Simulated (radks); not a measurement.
Neutral potassium, [Ar] 4s1. All-electron calculation, non-relativistic Kohn-Sham, exchange-only B88, spin-polarised, spherical densities, point nucleus. Program: a radial shooting solver on a logarithmic mesh with Libxc functionals. Every spin shell is full or empty, so the densities are truly spherical. Functionals are evaluated on that one density, not self-consistently. Rank these orbital-free kinetic functionals by their error against the exact value of the orbitals, and give that value: Thomas-Fermi, von Weizsacker, TF + vW, TF + vW/9, TF + vW/5, LC94, APBEK, revAPBEK, Perdew 92, Thakkar, Pearson, LKT, PG1, DePristo-Kress, Ernzerhof.

Answer. Exact: 599.148 hartree. From best to worst, with 100 (|E| - |E exact|)/|E exact| (equal figures are ties): DePristo-Kress +0.05, Ernzerhof -0.06, LC94 +0.12, Thakkar -0.15, APBEK +0.24, revAPBEK +0.56, Perdew 92 -0.59, TF + vW/9 -0.60, Pearson -1.41, TF + vW/5 +4.51, Thomas-Fermi -6.99, PG1 +22.91, LKT +28.48, von Weizsacker -42.50, TF + vW +50.50.
